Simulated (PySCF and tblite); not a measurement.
The numbers below are computed, except where a source is named.
C7H7BrO, numbered as in [CH3:1][O:2]/[CH:3]=[CH:4]\[C:5]#[C:6]/[CH:7]=[CH:8]\[Br:9].

Level: PBE0-D3(BJ)/pcSseg-1//GFN2-xTB, thermal terms from GFN2-xTB, symmetry numbers and mirror pairs counted. Conformers within 2.5 kcal/mol (GFN2-xTB free energy) were kept, 2 at most. GIAO shieldings: PBE0/pcSseg-1. Shifts are against TMS (¹H), TMS (¹³C) at the same level. Codes: tblite and PySCF.

Torsions listed: C1–O2–C3–C4.

```tsv
conformer	shape	symmetry	E(GFN2) kcal/mol	E(DFT) kcal/mol
1	0°	Cs	0.00	0.00
2	180°	Cs	2.78	2.31
```

(1) How much do the weights at 298.15 K and the averaged shift of H1 depend on how the conformers are weighted?

Spin–orbit effects of the heavy atoms on shieldings are missing.

Answers

(1) 
| weighting | 1 (%) | 2 (%) | δ (ppm) | rms dipole (D) |
| --- | --- | --- | --- | --- |
| DFT energy with thermal terms, symmetry and mirror images (full scheme) | 92 | 8 | 4.71 | 1.24 |
| DFT energy with symmetry and mirror images | 98 | 2 | 4.77 | 0.83 |
| bare DFT energy | 98 | 2 | 4.77 | 0.83 |
| GFN2-xTB energy with symmetry and mirror images | 99 | 1 | 4.78 | 0.74 |
| GFN2-xTB free energy | 96 | 4 | 4.75 | 0.97 |
| leading conformer alone | 100 | 0 | 4.79 | 0.65 |
| equal weights | 50 | 50 | 4.34 | 2.67 |
| full scheme, search stopped after three starts | 0 | 100 | 3.90 | 3.71 |

The largest departure from the full scheme, 0.81 ppm, comes with: full scheme, search stopped after three starts.
